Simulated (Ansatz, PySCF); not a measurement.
Gas-phase reaction (SMILES): NB(N)Cl + [H][H] (H2) → NBN + Cl (HCl); hydrogen cleaves one B-Cl bond, a model of a ligand-exchange step.

Geometries: B3LYP-D3(BJ)/def2-TZVP minima from Ansatz (a program for electronic structure), one conformer each, not searched for the lowest. Valence correlation only, unless marked. No spin-orbit coupling. No relativistic terms. CBS(X,Y): correlation extrapolated as X^-3; Hartree-Fock from the larger set. Thermal terms are rigid-rotor harmonic-oscillator values from B3LYP-D3(BJ) frequencies (Ansatz or PySCF) at 298.15 K and 1 atm. 1 Eh = 627.5095 kcal/mol.

```csv
species,"E, CCSD(T)/CBS(cc-pV(T+d)Z,cc-pV(Q+d)Z) (Ansatz) (Eh)","E, wB97X-V/def2-TZVPD (Ansatz) (Eh)",H - E (Eh),G - E (Eh)
NB(N)Cl,-596.51354,-597.06102,0.06511,0.03152
[H][H] (H2),-1.17450,-1.17238,0.01336,-0.00144
NBN,-137.28416,-137.45954,0.07172,0.04195
Cl (HCl),-460.37849,-460.74931,0.01000,-0.01120
```

### Question
Work out ΔE and ΔH, ΔG, ΔS and the equilibrium constant at 298.15 K at the first level, then ΔH at the second.

### Answer

1. ΔE = [(-137.28416) + (-460.37849)] - [(-596.51354) + (-1.17450)] = 0.02539 Eh = 15.9 kcal/mol at CCSD(T)/CBS(cc-pV(T+d)Z,cc-pV(Q+d)Z).
2. The terms H - E add up to 0.00325 Eh, so ΔH = (0.02539 + (0.00325))×627.5095 = 18.0 kcal/mol.
3. The terms G - E add up to 0.00067 Eh, so ΔG = 16.4 kcal/mol, and ΔS = (0.00325 - (0.00067))×627509.5/298.15 = 5.4 cal/(mol K).
4. log10 K = -ΔG/(RT ln 10) = -12.0, with RT ln 10 = 1.3642 kcal/mol.
5. At wB97X-V/def2-TZVPD the same steps give ΔE = 15.4 and ΔH = 17.4 kcal/mol, a shift of -0.6 from the first level.
6. These values are not checked against measurement here, since the tables used lack a sound gas-phase enthalpy of formation for at least one species.
